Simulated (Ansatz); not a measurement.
Total energies of the cluster Ga₂P₃ from Ansatz at r2SCAN-D4/def2-TZVP, gas phase (1 Eh = 27.2114 eV = 2625.5 kJ/mol). The reference geometry is relaxed at PBE-D4/def2-SVP.

```xyz
5

Ga    0.3328    1.4701   -1.7439
Ga   -0.1679   -0.6693    2.1993
P    -1.1015    0.5041    0.1336
P    -0.2715   -1.3180   -0.7496
P     1.2080    0.0131    0.1605
```

| state | geometry | energy (Eh) |
| --- | --- | --- |
| charge 0 doublet | reference | -4873.77713 |
| charge 1 singlet | reference | -4873.50677 |
| charge 0 quartet | relaxed at PBE-D4/def2-SVP | -4873.70888 |
| free Ga atom (doublet) | – | -1924.78964 |
| free P atom (quartet) | – | -341.23792 |

Work out the vertical ionisation energy to the singlet.

E(charge 1 singlet) − E(charge 0 doublet) = -4873.50677 − (-4873.77713) = 0.27036 Eh = 7.36 eV. For comparison, −ε of the highest occupied level of the spin that leaves is 5.15 eV at this level, 2.21 eV less.

Which of the charge 0 states is lowest, and how far above it are the others?

The doublet. quartet: -4873.70888 − (-4873.77713) = 0.06825 Eh = 179.2 kJ/mol.

What is the binding energy per atom against free atoms?

Atoms: 2 × (-1924.78964) + 3 × (-341.23792) = -4873.29304 Eh. Binding: -4873.29304 − (-4873.77713) = 0.48409 Eh = 13.17 eV, or 2.63 eV for each of 5 atoms (no zero-point energy, no counterpoise term).

The structure comes from a short search, and lower isomers may exist.
